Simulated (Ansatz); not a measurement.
Ansatz (an electronic-structure program) input for Cu(F) anion (CuF), SMILES [F][Cu] (connectivity only; charge and spin as stated), charge -1, multiplicity 2, PBE/def2-TZVPD. The structure is a stationary point at PBE-D3(BJ)/def2-TZVPD. The spin state was assumed, not searched.

Ansatz 0.2 input:
```yaml
crystal:
  periodic: [false, false, false]
  atoms:
    - {symbol: Cu, position_ang: [0.00000000, 0.00000000, -0.44209255]}
    - {symbol: F, position_ang: [0.00000000, 0.00000000, 1.42452045]}
basis:
  gaussian:
    orbitals: def2-TZVPD
hamiltonian:
  xc: {name: PBE}
total_charge: -1
magnetization: {spin_polarized: true, initial_magnetization: 1}
```

Program output:

```
WARN ansatz: RAYON_NUM_THREADS=1 ignored (pool sized by the plan → 1); use --threads N
Functional definition: PBE
integrals: 0.02 GiB planned
666 factors; their error is unknown
mean field: 0.23 GiB planned
mean field evaluation 1: about -46671.0437 eV, gradient 4.0e2 eV
mean field evaluation 2: about -45730.7012 eV, gradient 6.3e2 eV
mean field evaluation 4: about -46800.9988 eV, gradient 3.5e2 eV
mean field evaluation 8: about -47258.0248 eV, gradient 2.2e2 eV
mean field evaluation 16: about -47351.2048 eV, gradient 6.9e-1 eV
mean field evaluation 32: about -47348.1693 eV, gradient 6.0e-1 eV
mean field evaluation 64: about -47348.9478 eV, gradient 8.3e-6 eV
mean field evaluation 96: about -47344.4692 eV, gradient 4.3e1 eV
mean field -47351.19253254 eV, -1740.1242297799 hartree, gradient 1.0e-5 eV, S^2 0.753550; 8 other end points of the search recorded, 0 dependent functions left out
reference -47351.19256360 eV, -1740.1242309212 hartree; 20, 19 occupied and 68, 69 virtual orbitals, 666 factors
Total energy: -47351.19256360 eV, -1740.1242309212 hartree
```

The run converged.
